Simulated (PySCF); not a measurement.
Task: Write Cartesian coordinates for `ClC(Cl)(Cl)C[SiH3]` as optimised with PBE0-D3(BJ)/def2-SVP.

Result: 
```
atom  x, y, z in Å
Si1    1.857   -0.860   -0.097
C2     0.075   -0.181   -0.110
C3    -1.030   -1.178    0.155
Cl4   -0.894   -2.561   -0.969
Cl5   -2.627   -0.412   -0.078
Cl6   -0.939   -1.785    1.828
H7     2.754    0.317    0.105
H8     2.178   -1.492   -1.408
H9     2.062   -1.839    1.007
H10   -0.106    0.263   -1.103
H11   -0.019    0.630    0.629
```

Any rigid rotation of these coordinates is as good. Atoms count from 1 in this order. Si1 (SiH3 silicon) is tetrahedral (angles from 106.3° to 111.6°).

Bonds between heavy atoms (Å): Si1–C2 1.907, C2–C3 1.511, C3–Cl4 1.787, C3–Cl5 1.787, C3–Cl6 1.782.

Computed with PBE0-D3(BJ)/def2-SVP geometry optimisation, gas phase in PySCF 2.14.0.

Point group: C1 (no symmetry element, even within 0.4 Å). Not checked by PBE0-D3(BJ)/def2-SVP frequencies.

The run took 33 s of wall time on an Arm Neoverse V2 with one thread, shared host, and the process peaked at 0.54 GiB of memory. That covers the optimisation of the geometry.
